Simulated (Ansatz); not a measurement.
Program: Ansatz. Geometries: PBE0-D4/def2-TZVP. ΔE: electronic, gas phase. CCSD(T)/CBS is extrapolated from def2-TZVPP and def2-QZVPP, frozen cores. No spin–orbit coupling; open shells (•) take unrestricted orbitals. Spin–orbit coupling would lower the free atoms: a little for Al, S. Each species was taken in one conformer, which may not be the lowest.

`[NH2][Al]([SH])[SH]` → Al• + 4 H• + N• + 2 S•  (atomization)

| species | MP2/def2-QZVPP energy (Eh) |
| --- | --- |
| `[NH2][Al]([SH])[SH]` | -1094.69079 |
| Al• | -241.91900 |
| H• | -0.49998 |
| N• | -54.50773 |
| S• | -397.64119 |

Problem. Work out ΔE.

Solution. ΔE = 4 × (-0.49998) + 2 × (-397.64119) + (-241.91900) + (-54.50773) − (-1094.69079) = 0.98176 Eh = +616.1 kcal/mol. CCSD(T)/CBS gives +617.0 kcal/mol.

Largest T1 diagnostic among the species: 0.018.

From r2SCAN to r2SCAN0 (25 % exact exchange), in def2-TZVPP and without D4, ΔE moves by −11.1 kcal/mol: exact exchange takes away binding that semilocal exchange gives to molecules. In def2-TZVPP, CCSD(T) changes the Hartree–Fock value by +167.0 kcal/mol (the triples alone add +10.6 kcal/mol) and MP2 by +175.9 kcal/mol; breaking electron pairs costs correlation energy, which Hartree–Fock lacks. At CCSD(T), def2-SVP lies −57.6 kcal/mol from the extrapolated value and def2-TZVPP −23.1 kcal/mol: correlation converges slowly with the basis, and small sets miss more of it in the bonded molecule than in its fragments.
